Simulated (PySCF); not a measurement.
```xyz
3
charge 0 multiplicity 2, angstrom
Nb    0.0000    0.0000   -0.8482
Se    1.8539    0.0000    0.4932
Se   -1.8539    0.0000    0.4932
```

Method: PySCF, UB3LYP, basis Nb def2-SVP with ECP28, Se def2-SVP (scalar-relativistic core potentials, no spin–orbit coupling, density fitting).

This geometry of NbSe2 is a stationary point at this level.

(1) What is the point group?

(2) Is it a minimum?

(3) List the harmonic modes with their infrared intensities.

(4) Give the atomic charges and bond orders.

## Answers

(1) C2v.

(2) Yes: all harmonic wavenumbers are real.

(3) 
```json
{"symmetry": "a1", "ω (cm⁻¹)": "112", "IR (km/mol)": "0.0"}
{"symmetry": "a1", "ω (cm⁻¹)": "367", "IR (km/mol)": "3.8"}
{"symmetry": "b2", "ω (cm⁻¹)": "390", "IR (km/mol)": "45.8"}
```

(4) 
```csv
atom,Mulliken,Löwdin,polar tensor,spin (Mulliken),Mayer order to Nb1
Nb1,0.29,-0.45,0.91,1.31,–
"Se2,3",-0.14,0.22,-0.46,-0.16,2.44
```

Other isomers or separated fragments may lie lower. Open d and f shells are described by one determinant, and the ground state may have another occupation or spin.
